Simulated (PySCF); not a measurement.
# Ca: excitation energy

Ca [Ar] 4s2 (1S) → Ca [Ar] 3d2 (3F), as a difference of total energies. Computed with PySCF 2.14 in x2c-QZVPPall (11s7p4d3f, 73 functions), with scalar relativity by spin-free X2C-1e. Correlated levels: valence and next inner shell: [Ne] frozen. The calculations carry no spin-orbit coupling.

| method | excitation energy (cm⁻¹) |
| --- | --- |
| UHF | 43905 |
| MP2 (valence and next inner shell) | 46174 |
| SCS-MP2 (valence and next inner shell) | 48129 |
| CCSD (valence and next inner shell) | 46385 |
| CCSD(T) (valence and next inner shell) | 46596 |
